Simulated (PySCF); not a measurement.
M06-2X on Co+ (cobalt, charge +1)

Configuration: [Ar] 3d8, high-spin 3F determinant. Calculation: PySCF 2.14, in def2-SVP (5s3p2d1f, 31 functions); no relativity, point nucleus.

```json
{
  "Total energy": "-1382.197 hartree",
  "One-electron energy": "-1911.417 hartree",
  "Hartree (Coulomb) energy": "588.558 hartree",
  "Exchange-correlation energy": "-59.338 hartree",
  "Kinetic energy": "1381.00655 hartree",
  "⟨S²⟩": "2.0023",
  "⟨L²⟩": "12.002",
  "Sum of ⟨r⟩": "17.18 bohr",
  "Sum of ⟨r²⟩": "18.90 bohr²",
  "Density at the nucleus (Gaussians lack the cusp)": "12600 bohr⁻³",
  "Spin density at the nucleus": "-0.0514 bohr⁻³",
  "Langevin diamagnetic susceptibility": "-15.0 ×10⁻⁶ cm³/mol",
  "Time after the integrals": "1.5 s of wall time on 1 thread of Neoverse-N1 (shared host)"
}
```

```csv
shell,electrons,mean orbital energy (hartree),spread (hartree),"rms radius, mean of both spins (bohr)"
1s α,1,-279.54394,0,0.0659
1s β,1,-279.54374,0,0.0659
2s α,1,-33.58033,0,0.280
2s β,1,-33.53106,0,0.280
2p α,3,-29.23282,0,0.250
2p β,3,-29.19029,0,0.250
3s α,1,-4.13900,0,0.847
3s β,1,-4.05233,0,0.847
3p α,3,-2.81441,0,0.901
3p β,3,-2.69691,0,0.901
3d α,5,-0.59932,0.02858,1.23
3d β,3,-0.52744,0,1.23
```
